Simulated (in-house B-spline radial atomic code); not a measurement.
Values are calculated unless marked as measured or tabulated.
C6 from the polarisability at imaginary frequency: Ce V (Ce4+)

OLYP linear response of the closed shell [Kr] 4d10 5s2 5p6, from an all-electron radial atomic-structure program (B-spline basis); scalar-relativistic (spin-free one-electron X2C), finite nucleus, no spin-orbit coupling; shells from n = 3 respond.

The dispersion coefficient of two like species is C6 = (3/π) ∫ α(iu)² du from 0 to ∞.

```json
{"u (hartree)": "0", "α(iu) (bohr³)": "5.804"}
{"u (hartree)": "0.335", "α(iu) (bohr³)": "5.38"}
{"u (hartree)": "0.783", "α(iu) (bohr³)": "4.1"}
{"u (hartree)": "1.34", "α(iu) (bohr³)": "2.713"}
{"u (hartree)": "2.24", "α(iu) (bohr³)": "1.529"}
{"u (hartree)": "3.35", "α(iu) (bohr³)": "0.9107"}
{"u (hartree)": "5.03", "α(iu) (bohr³)": "0.5198"}
{"u (hartree)": "7.83", "α(iu) (bohr³)": "0.2691"}
{"u (hartree)": "11.2", "α(iu) (bohr³)": "0.1529"}
{"u (hartree)": "16.8", "α(iu) (bohr³)": "0.07923"}
{"u (hartree)": "28", "α(iu) (bohr³)": "0.03444"}
{"u (hartree)": "55.9", "α(iu) (bohr³)": "0.01098"}
```

Fit one oscillator, α(iu) = α(0)/(1 + u²/ω²), through u = 2.24 and estimate C6.

From α(0)/α(iu) − 1 = 5.804/1.529 − 1 = 2.7959, ω = u/√2.7959 = 1.3396 hartree (36.5 eV). London's formula gives C6 = (3/4) α(0)² ω = 0.75 × 5.804² × 1.3396 = 33.85 hartree·bohr⁶, and the oscillator holds f = α(0) ω² = 10.42 electrons, of a sum of oscillator strengths of 47.6.

How does that compare with the full integral?

The program's quadrature over all excitations gives C6 = 32.67, so the single oscillator is off by +3.6 %. At the last point the fit gives α = 0.00333 against 0.011: higher excitations, and deeper shells where there are any, keep the true curve higher at large u.
